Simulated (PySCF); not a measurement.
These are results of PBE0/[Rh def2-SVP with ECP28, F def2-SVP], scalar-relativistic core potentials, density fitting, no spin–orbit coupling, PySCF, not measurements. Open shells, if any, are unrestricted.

What spin state, shape and geometry does isolated RhF4 take (every ligand bound to Rh)?

Formally Rh is in oxidation state +4, d5, with 3 unpaired electrons (the high-spin count would be 5). The Mulliken spin on Rh is 2.04. The polar-tensor charge on Rh, 1.98, is far below the formal one. The lowest minimum found is a quartet of D4h symmetry with Rh–F 1.822 Å (×4); F–Rh–F 90.0° (×4), F–Rh–F 180.0° (×2). Its harmonic wavenumbers are 30 (b2u), 174 (a2u), 244 (eu), 270 (b2g), 604 (b1g), 669 (a1g), 740 (eu) cm⁻¹ and its dipole moment is 0.00 D.

Only a few start shapes were tried, so a lower isomer may exist. With open d or f shells other occupations or spin states may lie lower.
